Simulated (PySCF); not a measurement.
SMILES c1cc([SeH])sc1C=O (C5H4OSSe), GFN2-xTB optimised geometry. Atoms within 1.6 Å of the plane z = 0.0 Å (x, y, z in Å): O1 (-2.54, -2.27, 0.00), C2 (-1.34, -2.33, 0.00), C3 (-0.45, -1.19, 0.00), C4 (0.93, -1.19, 0.00), C5 (1.49, 0.09, 0.00), C6 (0.53, 1.07, 0.00), Se7 (0.86, 2.93, 0.00), S8 (-1.07, 0.43, 0.00), H9 (-0.80, -3.29, 0.00), H10 (1.51, -2.10, 0.00), H11 (2.54, 0.30, 0.00), H12 (-0.54, 3.29, 0.00).

Level of theory: PySCF with CAM-B3LYP/def2-TZVP. Cells within 0.4 Å of a nucleus heavier than hydrogen are left out (blank, or x).

Map of the deformation density (molecule minus spherical neutral atoms) (e/bohr³) on the plane z = 0.0 Å:

```
|1111111111111111111111111111111|
|1111111111111111111111111111111|
|1111111111111111111111111111111|
|1111111111111111111111111111111|
|1111111111111111101111111111111|
|1111111111111122112211111111111|
|11111111111112651x2321111111111|
|11111111111112431xx311111111111|
|11111111111111110x1111111111111|
|1111111111111111221001111111111|
|1111111111111111452111111111111|
|1111111111110011441111111111111|
|1111111111220134xx3111111111111|
|111111111133x255xx8313211111111|
|11111111112xxx12148x68811111111|
|111111111100220001xxx7411111111|
|1111111111003520017722111111111|
|1111111111012432239611111111111|
|1111111111001xx99xx211111111111|
|1111112221015xx56xx521111111111|
|1111112484228721127931111111111|
|1111112xxx9xx310013611111111111|
|11111126x56xx310111101111111111|
|1111112332129721111111111111111|
|1111111221125811111111111111111|
|1111111111111111111111111111111|
|1111111111111111111111111111111|
|1111111111111111111111111111111|
|1111111111111111111111111111111|
|1111111111111111111111111111111|
|1111111111111111111111111111111|
```
Scale: ten equal steps from -0.025 (start of '0') to 0.112 (end of '9'), in the order '0123456789'; x runs from -5.50 to 5.50, y from -5.50 (bottom) to 5.50 (top).
